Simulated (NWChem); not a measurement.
C$_{5}$H$_{6}$; SMILES C(C=C)#CC

Computed with NWChem. Medium grid unless said otherwise, to which SCAN and Minnesota functionals are sensitive. All runs use the structure optimised with B3LYP/6-31G* (spherical d). Total energies of different functionals are on different scales.

```json
[
 {"level": "PBE/def2-TZVP", "energy (Ha)": "-193.8646", "highest occupied level (eV)": "-5.69", "orbital gap (eV)": "4.06", "dipole (D)": "0.77", "relative time": "1"},
 {"level": "B3LYP/def2-TZVP", "energy (Ha)": "-194.1399", "highest occupied level (eV)": "-6.51", "orbital gap (eV)": "5.59", "dipole (D)": "0.68", "relative time": "1"},
 {"level": "PW6B95/def2-TZVP", "energy (Ha)": "-194.3826", "highest occupied level (eV)": "-6.80", "orbital gap (eV)": "6.17", "dipole (D)": "0.66", "relative time": "1"},
 {"level": "M06-2X/def2-TZVP", "energy (Ha)": "-194.0378", "highest occupied level (eV)": "-7.86", "orbital gap (eV)": "8.02", "dipole (D)": "0.61", "relative time": "1"},
 {"level": "TPSSh/def2-TZVP", "energy (Ha)": "-194.1458", "highest occupied level (eV)": "-6.10", "orbital gap (eV)": "4.99", "dipole (D)": "0.68", "relative time": "1"},
 {"level": "CAM-B3LYP/def2-TZVP", "energy (Ha)": "-194.0135", "highest occupied level (eV)": "-7.96", "orbital gap (eV)": "8.36", "dipole (D)": "0.63", "relative time": "10"}
]
```

The last column is a rough cost ratio, cheapest run = 1.
